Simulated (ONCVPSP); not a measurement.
**antimony (Sb) ONCV: all-electron and pseudo phase curves**

Sb, optimised norm-conserving Vanderbilt (ONCV), made with ONCVPSP 4.0.1 (LDA (Perdew-Zunger), non-relativistic). Core [Kr] 4d10, reference 5s1.75 5p3.25. Waves: 5s: rc 1.90 bohr, ncon 4, nbas 7, qcut 2.6 1/bohr, 1 projector; 5p: rc 2.10 bohr, ncon 3, nbas 6, qcut 3.8 1/bohr, 2 projectors, debl 1.9 Ha. Local part: polynomial inside 1.65 bohr (lpopt 3, dvloc0 4 Ha). Core correction: none.

The phase is arctan(r·R′/R) of the radial function R(r), unwrapped; energies in Ha, scanned from -2 to 5 Ha. A pole is an energy at which the radial function vanishes at the test radius. The pseudo phase is shifted by a multiple of π to meet the all-electron one at the reference energy, and phase errors are pseudo minus all-electron; the curves can meet again beyond the range given. Levels narrower than the energy grid can be missing from the lists of poles.

```json
{"channel": "s", "radius (bohr)": "1.93", "reference energy (Ha)": "-0.45", "poles, all-electron": "2.07", "poles, pseudo": "1.19, 3.62", "unbroken range about the reference energy with phases within 0.05 rad": "below 0.8", "phase error 1 Ha above the reference energy (rad)": "-0.031"}
{"channel": "p", "radius (bohr)": "2.13", "reference energy (Ha)": "-0.19", "poles, all-electron": "1.95", "poles, pseudo": "1.95", "unbroken range about the reference energy with phases within 0.05 rad": "below 3.6", "phase error 1 Ha above the reference energy (rad)": "-0.000"}
```

Phases in the p channel:

```csv
E (Ha),all-electron,pseudo
-1.98,1.199,1.192
-1.62,1.122,1.116
-1.26,0.994,0.989
-0.90,0.747,0.743
-0.54,0.210,0.208
-0.18,-0.579,-0.579
0.18,-1.055,-1.055
0.54,-1.276,-1.277
0.90,-1.397,-1.397
1.26,-1.474,-1.474
1.62,-1.530,-1.530
1.98,-1.575,-1.575
2.34,-1.616,-1.617
2.70,-1.657,-1.661
3.06,-1.704,-1.714
3.42,-1.762,-1.793
3.78,-1.849,-1.957
4.14,-2.005,-2.594
4.50,-2.373,-4.119
4.86,-3.309,-4.489
```
